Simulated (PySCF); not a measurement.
Potential energy surface of BeCl2, singlet: symmetric bend, bond length relaxed. Scanned: Cl-Be-Cl angle. Other coordinates (Be-Cl bond length) were minimised at B3LYP/def2-TZVP.

Method: PySCF with CCSD(T) on RHF/cc-pVTZ, 10 core orbitals frozen.

Scanned values (°): 180, 170, 160, 150, 140, 130, 120, 110, 100, 90.

Task: Describe the profile: where are the wells and the tops?

Result: Lower than their neighbours: 180° (0.0 mEh, end of the scan). Higher than their neighbours: 90° (100.7 mEh, end of the scan). The whole profile spans 100.7 mEh.

The scan ran from 180.0 to 80.0; beyond the range shown the relaxed coordinates jump or full CI changes its symmetry label.
